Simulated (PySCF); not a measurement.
Species: (Cl2Al-mu-NH2)2.
Structure used (PBE0-D3(BJ)/def2-SVP), in Å, numbered top down from 1:
```
atom  x, y, z in Å
Al1   -1.3254   -0.1891   -0.3468
Cl2   -2.7894   -0.2953    1.1645
Cl3   -1.8408   -0.3404   -2.3862
N4    -0.1586    1.3332   -0.0469
Al5    1.3456    0.1754    0.3528
Cl6    2.7952    0.2840   -1.1726
Cl7    1.8826    0.3255    2.3867
N8     0.1764   -1.3473    0.0616
H9    -0.4453    1.9337    0.7291
H10   -0.0303    1.9395   -0.8595
H11    0.4600   -1.9545   -0.7102
H12    0.0456   -1.9475    0.8783
```

Computed at PBE0/pcSseg-1 (pcSseg-2 on Al) (PySCF, non-relativistic), with Q(27Al) = 0.1466 b, Q(35Cl) = −0.0817 b, Q(14N) = 0.02044 b: Al1, 27Al (I = 5/2): χzz = 4.828 MHz, η = 0.488; Cl2, 35Cl (I = 3/2): χzz = -26.27 MHz, η = 0.014; N4, 14N (I = 1): χzz = -2.578 MHz, η = 0.813.

**Question.** Find the zero-field quadrupole resonance frequencies of 27Al at Al1.

**Answer.** From the eigenvalues of H = χ/[4I(2I − 1)] × [3Iz² − I(I + 1) + η(Ix² − Iy²)], steps between neighbouring levels, labelled as for η = 0: ±1/2↔±3/2 0.892 MHz, ±3/2↔±5/2 1.389 MHz (aluminium bonded to 2 Cl and 2 N).

**Question.** Find the zero-field quadrupole resonance frequencies of 35Cl at Cl2.

**Answer.** From ν = (|χ|/2)√(1 + η²/3): ν = 13.13 MHz (chlorine bonded to Al). For 37Cl the ratio of quadrupole moments, 0.7881, gives 10.35 MHz.

**Question.** Where would the pure quadrupole (NQR) lines of 14N at N4 fall for the rigid, isolated species?

**Answer.** From ν± = (3/4)|χ|(1 ± η/3) and ν0 = |χ|η/2: ν+ 2.458 MHz, ν− 1.409 MHz, ν0 1.049 MHz (nitrogen bonded to 2 Al and 2 H).

**Question.** Apply the simplest Townes–Dailey estimate (no s hybridisation, no π bonding), ionic character = 1 − χzz/χ0, where χ0 is the coupling for one missing p electron along the bond: −109.74 MHz for 35Cl.

**Answer.** Cl2 on Al1: 1 − (-26.27)/(-109.74) = 0.76. In this model a purely covalent bond gives χ0 and a free halide ion gives zero; s hybridisation or π bonding, where present, is counted here as ionic character.

In a crystal, neighbours and librations shift these lines. The small basis limits the accuracy of the gradients.

One conformer stands for the species.
